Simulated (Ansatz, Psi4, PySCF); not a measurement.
C4H10In (SMILES C[CH2][In][CH2]C), doublet, geometry from GFN2-xTB (such geometries of metal compounds can be far from the true shape) (the spin is typed, not shown lowest) (all electrons, no relativity). Base run: REVPBE/STO-3G (PySCF).

The PySCF input:
```python
from pyscf import gto, scf, dft

mol = gto.M(
    atom='''
In    0.522551    0.110913    0.095464
C    -0.958385   -0.716958    1.863040
C    -0.709621   -2.195335    2.093010
H    -1.969477   -0.540101    1.486254
H    -0.816787   -0.144730    2.782284
H     0.302342   -2.366520    2.465317
H    -0.832388   -2.759243    1.165159
H    -1.407709   -2.610205    2.827333
C    -0.327568    0.446933   -2.177772
C    -0.867972    1.858043   -2.306650
H    -1.123847   -0.293176   -2.294764
H     0.450503    0.252025   -2.918620
H    -0.069475    2.593390   -2.188853
H    -1.627516    2.054323   -1.545943
H    -1.329360    2.023417   -3.285696
''',
    basis='sto-3g',
    charge=0,
    spin=1,
    verbose=4,
)

mf = dft.UKS(mol)
mf.xc = 'revpbe'
mf.kernel()
```

The same geometry, method and basis name were run in Ansatz (an electronic-structure program) and Psi4 and PySCF, at each program's defaults and at the settings that a row names. The base is PySCF at its defaults. Differences at the defaults can come from grids, fitting, cores and function types together.

| code and settings | ΔE vs base (mEh) | basis functions | E (Eh) | SCF cycles | dipole (D) |
|---|---|---|---|---|---|
| PySCF, defaults (exact integrals, its default grid, spherical functions) | 0.000 | 57 | -5840.95806 | 12 | 0.93 |
| Ansatz, defaults (factorised integrals, its default grid, spherical functions) | -0.005 | 57 | -5840.95807 | - | - |
| PySCF, fine grid | 0.000 | 57 | -5840.95807 | 12 | 0.93 |
| Psi4, exact integrals, spherical functions, fine grid | 0.051 | 57 | -5840.95801 | 15 | 0.93 |
| Ansatz, high accuracy | -0.003 | 57 | -5840.95807 | - | - |

Open shells are given as the SCF converged; they aren't shown to be the lowest states, and a large step between rows can be another state.
